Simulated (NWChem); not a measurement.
System: C2H7O cation; SMILES [OH2+]CC

The following NWChem deck was run.

```
start job
memory heap 200 mb stack 900 mb global 1100 mb
charge 1
geometry units angstroms
  C      1.237231     0.470937     0.011823
  C      0.157407    -0.573024    -0.106463
  O     -1.195633     0.019279     0.069374
  H      2.203634    -0.007698    -0.122402
  H      1.144472     1.236533    -0.755115
  H      1.240222     0.939288     0.994291
  H      0.238731    -1.343271     0.662182
  H      0.142884    -1.045726    -1.088988
  H     -1.348265     0.700203    -0.623530
  H     -1.261667     0.431371     0.958648
end
basis spherical
  * library def2-svp
end
dft
  xc pbe0
  iterations 150
end
driver
  maxiter 120
end
task dft optimize
task dft freq
```

NWChem printed, in part:

```
             Northwest Computational Chemistry Package (NWChem) 7.3.0
             --------------------------------------------------------

 CS  symmetry detected

                             Geometry "geometry" -> ""
                             -------------------------

 Output coordinates in angstroms (scale by  1.889725989 to convert to a.u.)

  No.       Tag          Charge          X              Y              Z
 ---- ---------------- ---------- -------------- -------------- --------------
    1 C                    6.0000     0.27775292    -1.24711415     0.00000000
    2 C                    6.0000    -0.60948923    -0.02946585     0.00000000
    3 O                    8.0000     0.18762565     1.22634727     0.00000000
    4 H                    1.0000    -0.34726824    -2.13615331     0.00000000
    5 H                    1.0000     0.90418699    -1.29029396    -0.88853004
    6 H                    1.0000     0.90418699    -1.29029396     0.88853004
    7 H                    1.0000    -1.23856194     0.02575388     0.88942602
    8 H                    1.0000    -1.23856194     0.02575388    -0.88942602
    9 H                    1.0000     0.75271543     1.25696766    -0.80359440
   10 H                    1.0000     0.75271543     1.25696766     0.80359440

 Effective nuclear repulsion energy (a.u.)      89.0185033161

      Symmetry information
      --------------------

 Group name             Cs
 Group number              2
 Group order               2
 No. of unique centers     7

                                Z-matrix (autoz)
                                --------

 Units are Angstrom for bonds and degrees for angles

      Type          Name      I     J     K     L     M      Value
      ----------- --------  ----- ----- ----- ----- ----- ----------
    1 Stretch                  1     2                       1.50661
    2 Stretch                  1     4                       1.08676
    3 Stretch                  1     5                       1.08801
    4 Stretch                  1     6                       1.08801
    5 Stretch                  2     3                       1.48743
    6 Stretch                  2     7                       1.09081
    7 Stretch                  2     8                       1.09081
    8 Stretch                  3     9                       0.98287
    9 Stretch                  3    10                       0.98287
   10 Bend                     1     2     3               111.51603
   11 Bend                     1     2     7               112.36682
   12 Bend                     1     2     8               112.36682
   13 Bend                     2     1     4               108.81260
   14 Bend                     2     1     5               111.78599
   15 Bend                     2     1     6               111.78599
   16 Bend                     2     3     9               109.53684
   17 Bend                     2     3    10               109.53684
   18 Bend                     3     2     7               105.44513
   19 Bend                     3     2     8               105.44513
   20 Bend                     4     1     5               107.37759
   21 Bend                     4     1     6               107.37759
   22 Bend                     5     1     6               109.50262
   23 Bend                     7     2     8               109.25057
   24 Bend                     9     3    10               109.69096
   25 Torsion                  1     2     3     9          60.17516
   26 Torsion                  1     2     3    10         -60.17516
   27 Torsion                  3     2     1     4         180.00000
   28 Torsion                  3     2     1     5         -61.57843
   29 Torsion                  3     2     1     6          61.57843
   30 Torsion                  4     1     2     7          61.85031
   31 Torsion                  4     1     2     8         -61.85031
   32 Torsion                  5     1     2     7        -179.72812
   33 Torsion                  5     1     2     8          56.57126
   34 Torsion                  6     1     2     7         -56.57126
   35 Torsion                  6     1     2     8         179.72812
   36 Torsion                  7     2     3     9        -177.59692
   37 Torsion                  7     2     3    10          62.05275
   38 Torsion                  8     2     3     9         -62.05275
   39 Torsion                  8     2     3    10         177.59692

                           NWChem Geometry Optimization
                           ----------------------------

 maximum gradient threshold         (gmax) =   0.000450
 rms gradient threshold             (grms) =   0.000300
 maximum cartesian step threshold   (xmax) =   0.001800
 rms cartesian step threshold       (xrms) =   0.001200
 fixed trust radius                (trust) =   0.300000
 source of zmatrix                         =   autoz

          -------------------
          Energy Minimization
          -------------------

 Using diagonal initial Hessian
 Scaling for Hessian diagonals: bonds = 1.00  angles = 0.25  torsions = 0.10

          --------
          Step   0

                                 NWChem DFT Module
                                 -----------------

 Summary of "ao basis" -> "ao basis" (spherical)
 ------------------------------------------------------------------------------
       Tag                 Description            Shells   Functions and Types
 ---------------- ------------------------------  ------  ---------------------
 C                          def2-svp                 6       14   3s2p1d
 O                          def2-svp                 6       14   3s2p1d
 H                          def2-svp                 3        5   2s1p

      Symmetry analysis of basis
      --------------------------

        a'         49
        a"         28

            General Information
            -------------------
          SCF calculation type: DFT
          Wavefunction type:  closed shell.
          No. of atoms     :    10
          No. of electrons :    26
           Alpha electrons :    13
            Beta electrons :    13
          Charge           :     1
          Spin multiplicity:     1
          Use of symmetry is: on ; symmetry adaption is: on
          Maximum number of iterations: 150
          AO basis - number of functions:    77
                     number of shells:    39
          Convergence on energy requested:  1.00D-06
          Convergence on density requested:  1.00D-05
          Convergence on gradient requested:  5.00D-04

              XC Information
              --------------
                         PBE0 Method XC Functional
                     Hartree-Fock (Exact) Exchange  0.250
          PerdewBurkeErnzerhof Exchange Functional  0.750
            Perdew 1991 LDA Correlation Functional  1.000 local
           PerdewBurkeErnz. Correlation Functional  1.000 non-local

             Grid Information
             ----------------
          Grid used for XC integration:  medium
          Radial quadrature: Mura-Knowles
          Angular quadrature: Lebedev.
          Tag              B.-S. Rad. Rad. Pts. Rad. Cut. Ang. Pts.
          ---              ---------- --------- --------- ---------
          C                   0.70       49           8.0       434
          O                   0.60       49          10.0       434
          H                   0.35       45          10.0       434
          Grid pruning is: on
          Number of quadrature shells:   327
          Spatial weights used:  Erf1

      Superposition of Atomic Density Guess
      -------------------------------------

 Sum of atomic energies:        -153.43572798

 Renormalizing density from      27.00 to     26

      Non-variational initial energy
      ------------------------------

 Total energy =    -151.303354
 1-e energy   =    -368.711946
 2-e energy   =     128.390089
 HOMO         =      -0.732743
 LUMO         =      -0.252143

      Symmetry analysis of molecular orbitals - initial
      -------------------------------------------------

  Numbering of irreducible representations:

     1 a'          2 a"

  Orbital symmetries:

[...]

      ----------------------
      Optimization converged
      ----------------------

  Step       Energy      Delta E   Gmax     Grms     Xrms     Xmax
  ---- ---------------- -------- -------- -------- -------- --------
@    6    -155.05300492 -1.3D-06  0.00007  0.00003  0.00065  0.00161
                                     ok       ok       ok       ok

                                Z-matrix (autoz)
                                --------

 Units are Angstrom for bonds and degrees for angles

      Type          Name      I     J     K     L     M      Value     Gradient
      ----------- --------  ----- ----- ----- ----- ----- ---------- ----------
    1 Stretch                  1     2                       1.49378    0.00007
    2 Stretch                  1     4                       1.10209    0.00002
    3 Stretch                  1     5                       1.10034    0.00001
    4 Stretch                  1     6                       1.10034    0.00001
    5 Stretch                  2     3                       1.52402    0.00006
    6 Stretch                  2     7                       1.09737   -0.00003
    7 Stretch                  2     8                       1.09737   -0.00003
    8 Stretch                  3     9                       0.97738   -0.00001
    9 Stretch                  3    10                       0.97738   -0.00001
   10 Bend                     1     2     3               111.73442   -0.00001
   11 Bend                     1     2     7               114.94811   -0.00002
   12 Bend                     1     2     8               114.94811   -0.00002
   13 Bend                     2     1     4               107.19892   -0.00001
   14 Bend                     2     1     5               112.68120    0.00001
   15 Bend                     2     1     6               112.68120    0.00001
   16 Bend                     2     3     9               114.39978    0.00001
   17 Bend                     2     3    10               114.39978    0.00001
   18 Bend                     3     2     7               102.15538   -0.00000
   19 Bend                     3     2     8               102.15538   -0.00000
   20 Bend                     4     1     5               106.90948   -0.00001
   21 Bend                     4     1     6               106.90948   -0.00001
   22 Bend                     5     1     6               110.08132    0.00002
   23 Bend                     7     2     8               109.41453    0.00006
   24 Bend                     9     3    10               108.98715   -0.00004
   25 Torsion                  1     2     3     9          63.36593   -0.00002
   26 Torsion                  1     2     3    10         -63.36593    0.00002
   27 Torsion                  3     2     1     4         180.00000   -0.00000
   28 Torsion                  3     2     1     5         -62.65443   -0.00002
   29 Torsion                  3     2     1     6          62.65443    0.00002
   30 Torsion                  4     1     2     7          64.18559    0.00002
   31 Torsion                  4     1     2     8         -64.18559   -0.00002
   32 Torsion                  5     1     2     7        -178.46885    0.00001
   33 Torsion                  5     1     2     8          53.15998   -0.00004
   34 Torsion                  6     1     2     7         -53.15998    0.00004
   35 Torsion                  6     1     2     8         178.46885   -0.00001
   36 Torsion                  7     2     3     9        -173.24261   -0.00005
   37 Torsion                  7     2     3    10          60.02554   -0.00001
   38 Torsion                  8     2     3     9         -60.02554    0.00001
   39 Torsion                  8     2     3    10         173.24261    0.00005

                         Geometry "geometry" -> "geometry"
                         ---------------------------------

 Output coordinates in angstroms (scale by  1.889725989 to convert to a.u.)

[...]

 Rotational Constants
 --------------------
 A=   1.022230 cm-1  (  1.470728 K)
 B=   0.281100 cm-1  (  0.404431 K)
 C=   0.250125 cm-1  (  0.359866 K)

 Temperature                      =   298.15K
 frequency scaling parameter      =   1.0000

 Zero-Point correction to Energy  =   58.195 kcal/mol  (  0.092740 au)
 Thermal correction to Energy     =   61.091 kcal/mol  (  0.097355 au)
 Thermal correction to Enthalpy   =   61.683 kcal/mol  (  0.098299 au)

 Total Entropy                    =   65.894 cal/mol-K
   - Translational                =   37.454 cal/mol-K (mol. weight =  47.0497)
   - Rotational                   =   22.623 cal/mol-K (symmetry #  =        1)
   - Vibrational                  =    5.817 cal/mol-K

 Cv (constant volume heat capacity) =   15.237 cal/mol-K
   - Translational                  =    2.979 cal/mol-K
   - Rotational                     =    2.979 cal/mol-K
   - Vibrational                    =    9.278 cal/mol-K

[normal modes left out]

 ----------------------------------------------------------------------------
 Normal Eigenvalue ||           Projected Infra Red Intensities
  Mode   [cm**-1]  || [atomic units] [(debye/angs)**2] [(KM/mol)] [arbitrary]
 ------ ---------- || -------------- ----------------- ---------- -----------
    1       -0.000 ||    0.004720           0.109         4.602       1.027
    2       -0.000 ||    0.002415           0.056         2.355       0.526
    3       -0.000 ||    0.020820           0.480        20.296       4.531
    4       -0.000 ||    0.022566           0.521        21.999       4.911
    5        0.000 ||    0.020387           0.470        19.875       4.437
    6        0.000 ||    0.005347           0.123         5.213       1.164
    7      216.123 ||    0.061762           1.425        60.208      13.441
    8      275.822 ||    0.000208           0.005         0.202       0.045
    9      377.422 ||    0.019912           0.459        19.411       4.333
   10      693.794 ||    0.379027           8.744       369.494      82.485
   11      739.677 ||    0.023298           0.538        22.712       5.070
   12      796.123 ||    0.008320           0.192         8.111       1.811
   13      927.709 ||    0.000307           0.007         0.300       0.067
   14      970.964 ||    0.037819           0.873        36.868       8.230
   15     1130.866 ||    0.023300           0.538        22.714       5.071
   16     1213.441 ||    0.003590           0.083         3.500       0.781
   17     1332.525 ||    0.008687           0.200         8.469       1.891
   18     1372.233 ||    0.003337           0.077         3.253       0.726
   19     1399.276 ||    0.035424           0.817        34.533       7.709
   20     1453.069 ||    0.021936           0.506        21.384       4.774
   21     1471.481 ||    0.009924           0.229         9.675       2.160
   22     1476.457 ||    0.009130           0.211         8.900       1.987
   23     1654.257 ||    0.110264           2.544       107.491      23.996
   24     3066.676 ||    0.006254           0.144         6.097       1.361
   25     3144.176 ||    0.000031           0.001         0.030       0.007
   26     3164.932 ||    0.006820           0.157         6.648       1.484
   27     3176.745 ||    0.000155           0.004         0.151       0.034
   28     3226.908 ||    0.003280           0.076         3.198       0.714
   29     3681.276 ||    0.206429           4.762       201.237      44.924
   30     3765.712 ||    0.323058           7.453       314.933      70.305
 ----------------------------------------------------------------------------
```

Level: PBE0/def2-SVP.
